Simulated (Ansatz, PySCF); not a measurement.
CH5FN2Si2, SMILES F[Si@@H]1C=N[SiH2]N1. Atoms are numbered in the order given.

```xyz
11

F     -2.0285     1.2187    -0.3077
Si    -1.0260    -0.0346    -0.6002
C     -0.5690    -0.9259     1.0291
N      0.6613    -0.8847     1.3936
Si     1.7247    -0.0190     0.2662
N      0.5832     0.4471    -0.9791
H     -1.7157    -0.8179    -1.6590
H     -1.2981    -1.4493     1.6837
H      2.3656     1.1269     0.9704
H      2.7875    -0.9371    -0.2318
H      0.8406     0.9181    -1.8412
```
Charge 0, spin multiplicity 1.

Geometry: r2SCAN-D4/def2-SVP. The structure was generated by enumeration; whether it is a known compound was not checked.

Two levels are set side by side: PBE-D3(BJ)/def2-SVP (Ansatz, a program for electronic structure) and r2SCAN-D4/def2-SVP (Ansatz). Each level has its own optimised geometry; the coordinates shown are those of the second. Frequencies come from the Hessian of PySCF at each geometry. Differences are taken from unrounded values.

```tsv
quantity	r2SCAN-D4	PBE-D3(BJ)	PBE-D3(BJ) minus r2SCAN-D4
mean bond length (Å)	1.515	1.526	0.010
bond F1–Si2 (Å)	1.631	1.646	0.014
bond Si2–C3 (Å)	1.913	1.922	0.010
bond Si2–N6 (Å)	1.722	1.734	0.012
bond C3–N4 (Å)	1.284	1.290	0.006
bond N4–Si5 (Å)	1.775	1.789	0.014
bond Si5–N6 (Å)	1.752	1.763	0.010
bond Si2–H7 (Å)	1.487	1.499	0.012
bond C3–H8 (Å)	1.111	1.118	0.007
bond Si5–H9 (Å)	1.490	1.502	0.012
bond Si5–H10 (Å)	1.490	1.502	0.012
bond N6–H11 (Å)	1.016	1.022	0.006
highest harmonic wavenumber (cm⁻¹)	3632	3557	-74
mean harmonic wavenumber (cm⁻¹)	1084	1052	-32
zero-point energy (kcal/mol)	41.82	40.61	-1.22
```
